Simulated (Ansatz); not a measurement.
**Nudged elastic band run: C3H8GeO**

input.yaml

```yaml
crystal:
  periodic: [false, false, false]
  atoms:
    - { symbol: C, position_ang: [-1.50164, -0.263295, -0.072289] }
    - { symbol: C, position_ang: [-0.001787, -0.057227, -0.133928] }
    - { symbol: C, position_ang: [0.822187, -1.26067, 0.276599] }
    - { symbol: O, position_ang: [0.447754, 0.575901, -1.318567] }
    - { symbol: Ge, position_ang: [0.728461, 1.731507, 0.119011] }
    - { symbol: H, position_ang: [-1.824486, -0.5838, 0.930221] }
    - { symbol: H, position_ang: [-1.783076, -1.051327, -0.794871] }
    - { symbol: H, position_ang: [-2.049051, 0.649491, -0.348909] }
    - { symbol: H, position_ang: [0.557526, -1.605711, 1.28803] }
    - { symbol: H, position_ang: [1.90016, -1.045586, 0.243435] }
    - { symbol: H, position_ang: [0.626253, -2.085693, -0.432853] }
    - { symbol: H, position_ang: [2.233192, 1.971652, 0.307437] }
    - { symbol: H, position_ang: [-0.135093, 2.989957, -0.048515] }
basis:
  gaussian: { orbitals: def2-SVP }
hamiltonian:
  xc: b3lyp
  dispersion: d4
neb:
  order_check: false
  images: 9
  f_tol: 0.03
  max_iterations: 43
  final_atoms:
    - { symbol: C, position_ang: [-1.5068498, -0.23316084, 0.07171332] }
    - { symbol: C, position_ang: [-0.01488944, -0.06360865, -0.1306542] }
    - { symbol: C, position_ang: [0.8207346, -1.26482078, 0.26264529] }
    - { symbol: O, position_ang: [0.34007685, 0.50585975, -1.37727474] }
    - { symbol: Ge, position_ang: [0.76697741, 1.71887496, -0.0251674] }
    - { symbol: H, position_ang: [-1.74572073, -0.50059527, 1.11248384] }
    - { symbol: H, position_ang: [-1.8653972, -1.04670546, -0.58546706] }
    - { symbol: H, position_ang: [-2.06005356, 0.67785959, -0.19884916] }
    - { symbol: H, position_ang: [0.54806696, -2.11643882, -0.38760373] }
    - { symbol: H, position_ang: [0.64036084, -1.5581461, 1.3083094] }
    - { symbol: H, position_ang: [1.89521016, -1.0754408, 0.12522313] }
    - { symbol: H, position_ang: [2.28658202, 1.934388, 0.01765547] }
    - { symbol: H, position_ang: [-0.08469811, 2.98713342, -0.17821317] }
  initial_path:
    images:
      - { positions_ang: [[-1.50164, -0.263295, -0.072289], [-0.001787, -0.057227, -0.133928], [0.822187, -1.26067, 0.276599], [0.447754, 0.575901, -1.318567], [0.728461, 1.731507, 0.119011], [-1.824486, -0.5838, 0.930221], [-1.783076, -1.051327, -0.794871], [-2.049051, 0.649491, -0.348909], [0.557526, -1.605711, 1.28803], [1.90016, -1.045586, 0.243435], [0.626253, -2.085693, -0.432853], [2.233192, 1.971652, 0.307437], [-0.135093, 2.989957, -0.048515]] }
      - { positions_ang: [[-1.49613282, -0.25810172, -0.04190772], [-0.00643649, -0.06192329, -0.13997365], [0.8269203, -1.25770615, 0.26228718], [0.43238258, 0.55934299, -1.32810561], [0.73103052, 1.71956514, 0.08965991], [-1.80388851, -0.52231581, 0.97521265], [-1.80406468, -1.05859678, -0.72630639], [-2.04318702, 0.66357552, -0.34374906], [0.4897906, -1.72809194, 1.07256027], [1.76705185, -1.06747753, 0.44943113], [0.83866681, -1.94032508, -0.44075521], [2.24793109, 1.94004171, 0.25332372], [-0.15966423, 2.97721194, -0.06687622]] }
      - { positions_ang: [[-1.49062565, -0.25290844, -0.01152645], [-0.01108599, -0.06661958, -0.1460193], [0.8316536, -1.2547423, 0.24797535], [0.41701116, 0.54278497, -1.33764422], [0.73360005, 1.70762329, 0.06030882], [-1.78329103, -0.46083163, 1.02020431], [-1.82505336, -1.06586655, -0.65774177], [-2.03732304, 0.67766005, -0.33858912], [0.42205519, -1.85047288, 0.85709053], [1.63394371, -1.08936906, 0.65542726], [1.05108062, -1.79495716, -0.44865741], [2.26267018, 1.90843142, 0.19921043], [-0.18423546, 2.96446687, -0.08523743]] }
      - { positions_ang: [[-1.48511847, -0.24771516, 0.01885483], [-0.01573548, -0.07131587, -0.15206494], [0.8363869, -1.25177845, 0.23366353], [0.40163974, 0.52622696, -1.34718283], [0.73616957, 1.69568143, 0.03095773], [-1.76269354, -0.39934744, 1.06519596], [-1.84604204, -1.07313633, -0.58917716], [-2.03145906, 0.69174457, -0.33342918], [0.35431979, -1.97285382, 0.6416208], [1.50083556, -1.11126059, 0.86142338], [1.26349444, -1.64958924, -0.45655962], [2.27740928, 1.87682113, 0.14509715], [-0.20880669, 2.95172181, -0.10359865]] }
      - { positions_ang: [[-1.47961129, -0.24252187, 0.04923611], [-0.02038497, -0.07601215, -0.15811059], [0.8411202, -1.2488146, 0.21935171], [0.38626833, 0.50966894, -1.35672144], [0.7387391, 1.68373957, 0.00160664], [-1.74209606, -0.33786326, 1.11018762], [-1.86703072, -1.0804061, -0.52061255], [-2.02559508, 0.7058291, -0.32826924], [0.28658438, -2.09523476, 0.42615106], [1.36772742, -1.13315212, 1.06741951], [1.47590825, -1.50422132, -0.46446183], [2.29214837, 1.84521083, 0.09098386], [-0.23337792, 2.93897674, -0.12195987]] }
      - { positions_ang: [[-1.47410411, -0.23732859, 0.07961738], [-0.02503446, -0.08070844, -0.16415624], [0.84585349, -1.24585075, 0.20503989], [0.37089691, 0.49311093, -1.36626005], [0.74130862, 1.67179771, -0.02774444], [-1.72149857, -0.27637907, 1.15517927], [-1.88801939, -1.08767588, -0.45204794], [-2.0197311, 0.71991362, -0.3231093], [0.21884898, -2.2176157, 0.21068133], [1.23461927, -1.15504365, 1.27341564], [1.68832206, -1.3588534, -0.47236403], [2.30688746, 1.81360054, 0.03687058], [-0.25794915, 2.92623168, -0.14032108]] }
      - { positions_ang: [[-1.48065325, -0.23649504, 0.07803657], [-0.02300546, -0.07728848, -0.15745583], [0.84082971, -1.24964476, 0.21656097], [0.3647329, 0.49566069, -1.36846299], [0.74644238, 1.68121316, -0.02722904], [-1.72634301, -0.32122231, 1.14664019], [-1.88349496, -1.07948179, -0.47873176], [-2.02779559, 0.71150282, -0.29825727], [0.28469258, -2.19738032, 0.09102432], [1.11576759, -1.23566414, 1.28039439], [1.72969968, -1.30217088, -0.3528466], [2.30282637, 1.83775803, 0.03302756], [-0.22329894, 2.93841203, -0.1478995]] }
      - { positions_ang: [[-1.48720239, -0.23566149, 0.07645576], [-0.02097646, -0.07386852, -0.15075542], [0.83580594, -1.25343876, 0.22808205], [0.35856889, 0.49821046, -1.37066593], [0.75157614, 1.69062861, -0.02671363], [-1.73118744, -0.36606555, 1.1381011], [-1.87897052, -1.07128771, -0.50541559], [-2.03586008, 0.70309201, -0.27340525], [0.35053617, -2.17714495, -0.02863269], [0.9969159, -1.31628463, 1.28737315], [1.7710773, -1.24548836, -0.23332917], [2.29876529, 1.86191552, 0.02918454], [-0.18864874, 2.95059237, -0.15547792]] }
      - { positions_ang: [[-1.49375153, -0.23482794, 0.07487495], [-0.01894745, -0.07044856, -0.14405501], [0.83078216, -1.25723277, 0.23960313], [0.35240487, 0.50076022, -1.37286886], [0.7567099, 1.70004406, -0.02619822], [-1.73603187, -0.41090879, 1.12956201], [-1.87444608, -1.06309363, -0.53209941], [-2.04392458, 0.69468121, -0.24855322], [0.41637977, -2.15690957, -0.14828971], [0.87806421, -1.39690512, 1.2943519], [1.81245492, -1.18880584, -0.11381174], [2.2947042, 1.88607302, 0.02534151], [-0.15399853, 2.96277272, -0.16305633]] }
      - { positions_ang: [[-1.50030066, -0.23399439, 0.07329414], [-0.01691845, -0.0670286, -0.1373546], [0.82575838, -1.26102677, 0.25112421], [0.34624086, 0.50330999, -1.3750718], [0.76184365, 1.70945951, -0.02568281], [-1.7408763, -0.45575203, 1.12102292], [-1.86992164, -1.05489954, -0.55878324], [-2.05198907, 0.6862704, -0.22370119], [0.48222337, -2.1366742, -0.26794672], [0.75921253, -1.47752561, 1.30133065], [1.85383254, -1.13212332, 0.0057057], [2.29064311, 1.91023051, 0.02149849], [-0.11934832, 2.97495307, -0.17063475]] }
      - { positions_ang: [[-1.5068498, -0.23316084, 0.07171332], [-0.01488944, -0.06360865, -0.1306542], [0.8207346, -1.26482078, 0.26264529], [0.34007685, 0.50585975, -1.37727474], [0.76697741, 1.71887496, -0.0251674], [-1.74572073, -0.50059527, 1.11248384], [-1.8653972, -1.04670546, -0.58546706], [-2.06005356, 0.67785959, -0.19884916], [0.54806696, -2.11643882, -0.38760373], [0.64036084, -1.5581461, 1.3083094], [1.89521016, -1.0754408, 0.12522313], [2.28658202, 1.934388, 0.01765547], [-0.08469811, 2.98713342, -0.17821317]] }
```

Launched with:

```bash
$ ansatz run input.yaml --threads 2 --pin off --max-ram 3072MiB --backend cpu --events-out ev --progress --plain --runs-dir out
```

Output, in part (warnings, iteration lines, the closing report on the highest movable image, with atoms numbered from 0):

```
NEB end point (image 0): max|allowed force component| = 8.419e-3 eV/Å (the criterion of neb.relax_end_points is 1.000e-2)
NEB end point (image 10): max|allowed force component| = 2.706e-3 eV/Å (the criterion of neb.relax_end_points is 1.000e-2)
NEB iter   1: max|band force component| = 9.665e0 eV/Å  barrier→ = 2.5472 eV  barrier← = 2.5472 eV  Δτ_max = 0.2000 Å  (310 SCF iters)
NEB iter   2: max|band force component| = 1.789e0 eV/Å  barrier→ = 0.2546 eV  barrier← = 0.2546 eV  Δτ_max = 0.1618 Å  (249 SCF iters)
NEB iter   3: max|band force component| = 6.931e-1 eV/Å  barrier→ = 0.1363 eV  barrier← = 0.1363 eV  Δτ_max = 0.0261 Å  (247 SCF iters)
NEB iter   4: max|band force component| = 1.739e-1 eV/Å  barrier→ = 0.1321 eV  barrier← = 0.1321 eV  CI = image 5  Δτ_max = 0.0248 Å  (241 SCF iters)
NEB iter   5: max|band force component| = 2.608e-2 eV/Å  barrier→ = 0.1317 eV  barrier← = 0.1317 eV  CI = image 5  Δτ_max = 0.0000 Å  (485 SCF iters)
Total energy: -61796.30291200 eV, -2270.9722449775 hartree
Atom 0 at    -1.510259    -0.232619     0.029881 Å, force    -0.000813     0.001931    -0.013431 eV/Å
Atom 1 at    -0.012615    -0.063298    -0.128888 Å, force     0.010660     0.006018     0.009199 eV/Å
Atom 2 at     0.826036    -1.278252     0.275644 Å, force    -0.006410    -0.005583    -0.006852 eV/Å
Atom 3 at     0.371891     0.522318    -1.364631 Å, force    -0.010949    -0.021131     0.001720 eV/Å
Atom 4 at     0.745817     1.728246     0.001788 Å, force     0.005613     0.025254     0.011966 eV/Å
Atom 5 at    -1.776153    -0.505899     1.062938 Å, force     0.003451     0.002115    -0.001349 eV/Å
Atom 6 at    -1.849664    -1.045223    -0.638996 Å, force    -0.003878     0.004447     0.000177 eV/Å
Atom 7 at    -2.057411     0.679829    -0.250166 Å, force     0.006137    -0.012575     0.005379 eV/Å
Atom 8 at     0.185101    -2.129136     0.557729 Å, force     0.003410     0.004910    -0.001408 eV/Å
Atom 9 at     1.505891    -1.082414     1.118231 Å, force    -0.007268     0.001361    -0.006303 eV/Å
Atom 10 at     1.435649    -1.576459    -0.591154 Å, force    -0.001112    -0.000404     0.003100 eV/Å
Atom 11 at     2.261899     1.951475     0.102213 Å, force    -0.001098     0.002044     0.000148 eV/Å
Atom 12 at    -0.105782     2.996629    -0.159788 Å, force     0.002258    -0.008388    -0.002346 eV/Å
Dipole moment:    -0.020477     0.035782     0.429970 e Å
```

The run converged. A vibrational analysis at the climbing image gives one clearly imaginary mode, 226i cm⁻¹: a first-order saddle point.

Final band (atoms are numbered from 1 in the order of the input):

```tsv
image	path coordinate (Å)	energy (eV)	dihedral Ge5–C2–C3–H10 (°)
0	0.00	0.000	-27
1	0.36	0.012	-15
2	0.72	0.043	-3
3	1.07	0.084	10
4	1.43	0.119	22
5	1.79	0.132	35
6	2.14	0.119	47
7	2.50	0.085	59
8	2.85	0.044	71
9	3.21	0.012	83
10	3.56	0.000	96
```

The run took 2.9 min on 2 threads of Intel(R) Xeon(R) Platinum 8488C (Sapphire Rapids) (shared host), peak memory 0.35 GiB.
